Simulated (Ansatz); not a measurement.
Geometry optimisation, Ansatz 0.2.0, RKS PBE-D4/def2-SVP.

Input file:

```yaml
crystal:
  periodic: [false, false, false]
  atoms:
    - { symbol: B, position_ang: [-0.111488, 0.574947, -0.362889] }
    - { symbol: O, position_ang: [0.137404, -0.12705, 2.137018] }
    - { symbol: H, position_ang: [-0.828029, -0.250102, 2.052187] }
    - { symbol: C, position_ang: [1.277477, 0.002168, -0.806747] }
    - { symbol: H, position_ang: [1.260725, -1.101305, -0.917344] }
    - { symbol: H, position_ang: [1.559841, 0.443387, -1.78686] }
    - { symbol: H, position_ang: [2.091563, 0.265686, -0.105764] }
    - { symbol: O, position_ang: [-1.329622, -0.023272, -0.502746] }
    - { symbol: H, position_ang: [-1.231513, -0.944352, -0.807448] }
    - { symbol: Cl, position_ang: [-0.237065, 2.338601, 0.152204] }
    - { symbol: H, position_ang: [0.204106, 0.859191, 2.20559] }
basis:
  gaussian: { orbitals: def2-SVP }
hamiltonian:
  xc: pbe
  dispersion: d4
relax:
  f_tol: 0.03
  max_steps: 50
output:
  orbitals: {}
```

Launched with:

```bash
$ ansatz run input.yaml --threads 2 --pin off --max-ram 3072MiB --backend cpu --events-out ev --progress --plain --runs-dir out
```

Problem. Where does it end, and by what steps?

Solution. The run converged. After 7 steps the energy has fallen by 0.019 eV; O2 moved furthest, 0.08 Å.

| step | energy less start (eV) | largest force component (eV/Å) | accepted |
| --- | --- | --- | --- |
| 0 | 0.0000 | 0.617 | yes |
| 1 | 0.0078 | 0.511 | no |
| 2 | -0.0123 | 0.378 | yes |
| 3 | -0.0085 | 0.350 | no |
| 4 | -0.0174 | 0.150 | yes |
| 5 | -0.0181 | 0.060 | yes |
| 6 | -0.0186 | 0.038 | yes |
| 7 | -0.0189 | 0.011 | yes |

```xyz
11
Properties=species:S:1:pos:R:3
B -0.097 0.579 -0.311
O 0.125 -0.107 2.063
H -0.837 -0.277 2.056
C 1.280 -0.001 -0.803
H 1.277 -1.106 -0.899
H 1.523 0.426 -1.801
H 2.106 0.283 -0.123
O -1.318 -0.019 -0.467
H -1.217 -0.929 -0.798
Cl -0.203 2.322 0.179
H 0.154 0.867 2.159
```

Whether the end is a true minimum wasn't checked by a vibrational analysis.

Run time: 10 s on 2 threads of Intel(R) Xeon(R) 6975P-C (Granite Rapids) (shared host), peak memory 0.16 GiB.
